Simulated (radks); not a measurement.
The numbers below are computed, except where a source is named.
Co, configuration [Ar] 3d7 4s1 4p1 (not the ground configuration). Level of theory: Dirac Kohn-Sham, LDA (Slater exchange, Perdew-Wang correlation), spin-unpolarised, spherical densities, finite nucleus; open shells fill j = l - 1/2 first; Fermi nuclear charge, rms radius 3.7875 fm (a radial shooting solver on a logarithmic mesh with Libxc functionals).

Unscreened Slater integrals over Kohn-Sham orbitals (eV). Large and small components are both included. Empty in this configuration: 4p3/2.

integral           value
F0(4p1/2,4p1/2)   6.2214
F0(4p1/2,4s1/2)   7.1933
G1(4p1/2,4s1/2)   4.3129
F0(4p1/2,3d5/2)   8.2871
G3(4p1/2,3d5/2)  0.53597
F0(4p1/2,3d3/2)   8.2908
G1(4p1/2,3d3/2)  0.69099
F0(4p1/2,4p3/2)   6.1791
G2(4p1/2,4p3/2)   3.0905
F0(4s1/2,4s1/2)   8.8287
F0(4s1/2,3d5/2)   11.255
G2(4s1/2,3d5/2)   1.3975
F0(4s1/2,3d3/2)   11.263
G2(4s1/2,3d3/2)   1.3799
F0(4s1/2,4p3/2)   7.1265
G1(4s1/2,4p3/2)   4.2242
F0(3d5/2,3d5/2)   24.136
F2(3d5/2,3d5/2)   10.865
F4(3d5/2,3d5/2)   6.7047
F0(3d5/2,3d3/2)   24.211
F2(3d5/2,3d3/2)   10.901
G2(3d5/2,3d3/2)   10.892
G4(3d5/2,3d3/2)   6.7221
F0(3d5/2,4p3/2)   8.1808
F2(3d5/2,4p3/2)   1.4722
G1(3d5/2,4p3/2)  0.67157
G3(3d5/2,4p3/2)  0.51480
F0(3d3/2,3d3/2)   24.286
F2(3d3/2,3d3/2)   10.938
F0(3d3/2,4p3/2)   8.1843
F2(3d3/2,4p3/2)   1.4619
G1(3d3/2,4p3/2)  0.65988
G3(3d3/2,4p3/2)  0.50755
F0(4p3/2,4p3/2)   6.1377
F2(4p3/2,4p3/2)   3.0711
